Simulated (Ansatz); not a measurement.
Geometry optimisation, Ansatz, RHF/def2-SVP.

input.yaml

```yaml
crystal:
  periodic: [false, false, false]
  atoms:
    - { symbol: Al, position_ang: [-0.5816, -0.8451, 0.0071] }
    - { symbol: H, position_ang: [-0.4026, 0.8659, 1.0317] }
    - { symbol: "N", position_ang: [-1.9873, -0.6354, -1.0574] }
    - { symbol: "N", position_ang: [-0.0155, -2.1803, 1.0285] }
    - { symbol: H, position_ang: [1.4028, 0.8966, -0.6712] }
    - { symbol: F, position_ang: [1.1276, -0.2132, -1.0592] }
    - { symbol: H, position_ang: [0.3053, 1.4724, 0.7129] }
    - { symbol: "N", position_ang: [1.3385, 2.0164, 0.0501] }
    - { symbol: H, position_ang: [-2.8221, -1.2029, -1.071] }
    - { symbol: H, position_ang: [-2.0487, 0.038, -1.8065] }
    - { symbol: H, position_ang: [0.9633, -2.4067, 1.132] }
    - { symbol: H, position_ang: [-0.5529, -2.8159, 1.5976] }
    - { symbol: H, position_ang: [1.1105, 2.8288, -0.5007] }
    - { symbol: H, position_ang: [2.1626, 2.1813, 0.6062] }
basis:
  gaussian: { orbitals: def2-SVP }
hamiltonian:
  xc: hf
relax:
  f_tol: 0.15
  max_steps: 25
  restrain:
    - { distance: [0, 5], at: 1.78, k: 30.0 }
    - { distance: [4, 7], at: 1.02, k: 30.0 }
    - { distance: [6, 1], at: 0.62, k: 30.0 }
    - { distance: [0, 1], at: 2.82, k: 30.0 }
    - { distance: [4, 5], at: 2.18, k: 30.0 }
    - { distance: [6, 7], at: 2.32, k: 30.0 }
```

Launched with:

```bash
$ ansatz run input.yaml --threads 2 --pin off --max-ram 3072MiB --backend cpu --events-out ev --progress --plain --runs-dir out
```

Problem. Where does it end, and by what steps?

Solution. It converged. The restraints hold the end off the free minimum. After 8 steps the energy has fallen by 2.472 eV (the restraints' own energy left out); N8 moved furthest, 0.79 Å. Joined: H2–H7 (0.99 → 0.70 Å), H5–N8 (1.33 → 1.01 Å).

```json
{"step": "0", "energy less start (eV)": "0.0000", "largest force component (eV/Å)": "2.643", "accepted": "yes"}
{"step": "1", "energy less start (eV)": "-0.9274", "largest force component (eV/Å)": "3.878", "accepted": "yes"}
{"step": "2", "energy less start (eV)": "-1.4911", "largest force component (eV/Å)": "6.074", "accepted": "yes"}
{"step": "3", "energy less start (eV)": "-2.0771", "largest force component (eV/Å)": "3.491", "accepted": "yes"}
{"step": "4", "energy less start (eV)": "-2.3628", "largest force component (eV/Å)": "1.535", "accepted": "yes"}
{"step": "5", "energy less start (eV)": "-2.4339", "largest force component (eV/Å)": "1.707", "accepted": "yes"}
{"step": "6", "energy less start (eV)": "-2.4687", "largest force component (eV/Å)": "1.664", "accepted": "yes"}
{"step": "7", "energy less start (eV)": "-2.4626", "largest force component (eV/Å)": "1.833", "accepted": "yes"}
{"step": "8", "energy less start (eV)": "-2.4717", "largest force component (eV/Å)": "1.797", "accepted": "yes"}
```

```xyz
14
Properties=species:S:1:pos:R:3
Al -0.438 -1.211 -0.372
H -0.391 1.139 1.188
N -2.016 -0.850 -1.053
N -0.117 -2.325 0.948
H 1.770 1.503 -0.668
F 0.927 -0.459 -1.111
H 0.153 1.370 0.815
N 1.937 2.415 -0.266
H -2.886 -1.248 -0.760
H -2.171 -0.220 -1.817
H 0.798 -2.553 1.285
H -0.806 -2.839 1.461
H 1.106 2.969 -0.361
H 2.134 2.308 0.712
```

The run took 11 s on 2 threads of AMD EPYC 9R14 (Zen 4), on a shared host, peak memory 0.29 GiB.
